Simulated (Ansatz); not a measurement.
Basis-set extrapolation for `O[B](O[SiH3])[AlH][F]` (PBE0-D4/def2-TZVP geometry, frozen core, Ansatz 0.2.0). Multiplicity 1, RHF reference.

```
                      def2-TZVPP   def2-QZVPP
                 HF  -807.962066  -807.992303
    MP2 correlation    -1.016650    -1.101666
CCSD(T) correlation    -1.089480      not run
```

Energies in hartree. Use E(X) = E(∞) + A·exp(−7.88·√X) for Hartree–Fock and E(X) = E(∞) + B·X^(−2.97) for correlation, with X = 3 and 4, and add CCSD(T) minus MP2 of the smaller set to the MP2 limit.

What is the CCSD(T) energy at the basis-set limit?

HF limit: -807.992303 + (-0.030237) × 0.13774 = -807.99647. MP2 limit: -1.101666 + (-0.085016) × 0.74074 = -1.16464. Higher-order term: -1.089480 − (-1.016650) = -0.07283. Total: -809.23394 hartree, 4.96 eV below CCSD(T)/def2-TZVPP.
